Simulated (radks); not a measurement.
Ionisation of the calcium ion Ca2+, [Ar], to [Ne] 3s2 3p5 as the strength of local exchange is varied. All-electron calculation, non-relativistic Kohn-Sham, Slater X-alpha exchange (alpha = 2/3 is LDA exchange), no correlation, spin-polarised, spherical densities, point nucleus. Program: a radial shooting solver on a logarithmic mesh with Libxc functionals.

| alpha | E(Ca2+) (hartree) | exchange (hartree) | IE (eV) | -e of the level emptied (eV) | <r> of it (bohr) |
|---|---|---|---|---|---|
| 0.596 | -670.13658 | -28.72891 | 47.700 | 39.955 (3p) | 1.278 |
| 0.667 | -673.56610 | -32.28512 | 49.263 | 41.486 (3p) | 1.265 |
| 0.706 | -675.45599 | -34.25062 | 50.131 | 42.339 (3p) | 1.258 |
| 0.738 | -677.00987 | -35.86974 | 50.850 | 43.045 (3p) | 1.252 |
| 0.997 | -689.69294 | -49.18661 | 56.852 | 48.965 (3p) | 1.207 |

NIST Atomic Spectra Database: 50.913 eV (measured). The Delta-SCF value meets it near alpha = 0.74. Open shells are spherical and high-spin; term and fine-structure splittings are not resolved.
